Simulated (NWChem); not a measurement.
CH$_{5}$NOSe; SMILES CO[Se]N

```xyz
9

Se     0.4176    -0.5202    -0.0605
O      0.2018     1.1731     0.5724
C     -0.3828     2.0929    -0.3114
H     -1.4386     1.8481    -0.5366
H     -0.3634     3.0769     0.1838
H      0.1639     2.1696    -1.2692
N     -1.2006    -1.2818     0.0745
H     -1.9166    -0.9599    -0.5698
H     -1.5552    -1.4177     1.0170
```
Atoms are numbered in this order, from 1.

Program: NWChem. Geometry: optimised at PBE0/def2-SVP. Level MN15/def2-SVP: energy and gradient on several grids; changes count from the extra-fine grid, which is no exact limit either.

Problem. Which is the coarsest grid (fine; xfine; coarse; medium; xcoarse) from which on the energy stays within 50 μHa and each gradient component within 100 μHa/bohr of xfine?

Solution. medium.
```csv
grid,size of the energy change (μHa),largest change of a gradient component (μHa/bohr),"time, medium = 1 (rough)"
xcoarse,40000,4000,about 1
coarse,300,700,about 1
medium,< 10,50,about 1
fine,< 10,< 30,about 1
xfine,< 10,< 30,3
```
